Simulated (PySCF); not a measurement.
Choosing a molecule for a target property.

Species are written as SMILES; each is one conformer at its optimised geometry, gas phase, non-relativistic unless stated; the electronic structure was computed with PySCF and density fitting.

Dipoles, sizes and rotational constants follow the conformer. The torsions of the flexible species, by atom-mapped SMILES:
- `[H]/[C:1]=[CH:2]\[C:3]1([C:4]#[N:5])[CH2:6][CH2:7]1`: C1–C2–C3–C4 180°
- `[CH2:1]=[CH:2]/[CH:3]=[CH:4]\[CH2:5][CH:6][S:7][CH3:8]`: C1–C2–C3–C4 180°, C3–C4–C5–C6 -96°, C4–C5–C6–S7 -85°, C5–C6–S7–C8 -42°
- `[CH2:1]=[C:2]/[CH:3]=[CH:4]\[CH2:5][CH2:6][S:7][CH3:8]`: C3–C4–C5–C6 -103°, C4–C5–C6–S7 -176°, C5–C6–S7–C8 -73°

(1) Wanted: smallest rotational constant above 1 GHz (GFN2-xTB) and isotropic g value below 2.003 (unrestricted B3LYP/pcH-1, mean-field spin–orbit), at GFN2-xTB geometries. Which candidate meets both?
A. `C=C/C=C\C[CH]SC` [radical]
B. `C=[C]/C=C\CCSC` [radical]
C. `[H]/[C]=C\C1(C#N)CC1` [radical]
D. `C#C[C@H]1C=CC[N]1` [radical]

## Answers

(1) C. Computed values:
```csv
species,smallest rotational constant,isotropic g value
C=C/C=C\C[CH]SC [radical],0.614 GHz,2.00436
C=[C]/C=C\CCSC [radical],0.669 GHz,2.00252
[H]/[C]=C\C1(C#N)CC1 [radical],1.754 GHz,2.00228
C#C[C@H]1C=CC[N]1 [radical],1.819 GHz,2.00422
```
